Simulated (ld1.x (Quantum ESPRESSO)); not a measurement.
## Cl (Z = 17) TM: all-electron and pseudo phase curves

```json
{
 "Element": "Cl",
 "Generator": "ld1.x (Quantum ESPRESSO) 7.5",
 "Type": "norm-conserving Troullier–Martins (Kleinman–Bylander form)",
 "Functional": "LDA (PZ)",
 "Relativity": "scalar-relativistic",
 "Frozen core": "[Ne]",
 "Valence charge": "7",
 "Reference configuration": "3s2 3p5",
 "Partial waves": "3s (bound): rc 1.20 bohr; 3p (bound): rc 1.55 bohr; 3d channel at -0.1 Ry: rc 1.30 bohr",
 "Local potential": "all-electron potential smoothed inside 1.15 bohr (lloc = -2)",
 "Core correction": "none"
}
```

The phase is arctan(r·u′/u) with u = r·R(r), unwrapped; energies in Ry, scanned from -4 to 5 Ry. A pole is an energy at which the radial function vanishes at the test radius. The pseudo phase is shifted by a multiple of π to meet the all-electron one at the reference energy, and phase errors are pseudo minus all-electron; the curves can meet again beyond the range given. Levels narrower than the energy grid can be missing from the lists of poles.

```
channel  radius (bohr)  reference energy (Ry)  poles, all-electron  poles, pseudo  unbroken range about the reference energy with phases within 0.05 rad  phase error 1 Ry above the reference energy (rad)
      s           1.71                  -1.52                 1.25           1.13                                                              below 3.5                                             -0.003
      p           1.71                  -0.64                 2.54           2.44                                                        the whole range                                             -0.002
      d           1.71                  -0.10                 3.82           3.86                                                        the whole range                                             +0.002
```

Phases in the d channel:

```json
{"E (Ry)": "-4.00", "all-electron": "1.284", "pseudo": "1.284"}
{"E (Ry)": "-3.52", "all-electron": "1.266", "pseudo": "1.266"}
{"E (Ry)": "-3.04", "all-electron": "1.245", "pseudo": "1.245"}
{"E (Ry)": "-2.56", "all-electron": "1.218", "pseudo": "1.218"}
{"E (Ry)": "-2.08", "all-electron": "1.184", "pseudo": "1.184"}
{"E (Ry)": "-1.60", "all-electron": "1.139", "pseudo": "1.139"}
{"E (Ry)": "-1.12", "all-electron": "1.076", "pseudo": "1.076"}
{"E (Ry)": "-0.64", "all-electron": "0.982", "pseudo": "0.982"}
{"E (Ry)": "-0.16", "all-electron": "0.828", "pseudo": "0.828"}
{"E (Ry)": "0.32", "all-electron": "0.546", "pseudo": "0.546"}
{"E (Ry)": "0.80", "all-electron": "0.023", "pseudo": "0.024"}
{"E (Ry)": "1.28", "all-electron": "-0.627", "pseudo": "-0.625"}
{"E (Ry)": "1.76", "all-electron": "-1.050", "pseudo": "-1.047"}
{"E (Ry)": "2.24", "all-electron": "-1.275", "pseudo": "-1.272"}
{"E (Ry)": "2.72", "all-electron": "-1.406", "pseudo": "-1.402"}
{"E (Ry)": "3.20", "all-electron": "-1.492", "pseudo": "-1.488"}
{"E (Ry)": "3.68", "all-electron": "-1.555", "pseudo": "-1.551"}
{"E (Ry)": "4.16", "all-electron": "-1.606", "pseudo": "-1.601"}
{"E (Ry)": "4.64", "all-electron": "-1.651", "pseudo": "-1.644"}
```
